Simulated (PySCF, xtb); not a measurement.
SnHI₃, SMILES [I][SnH]([I])[I].

GFN2-xTB (xtb 6.7.1) at its own geometry gives an orbital gap of 1.93 eV and a dipole moment of 3.15 D.

Geometry optimised at B3LYP-D3(BJ)/def2-SVP. The structure was generated by enumeration; whether it is a known compound was not checked. The def2 effective core potentials stand for the cores of I, Sn; spin–orbit coupling is left out.

Problem. What does M06-2X/def2-TZVP (PySCF) give? (The exact figures need the calculation; the answer reports its results.)

Solution. gap 6.62 eV (levels -8.95 and -2.33 eV), dipole 1.21 D.
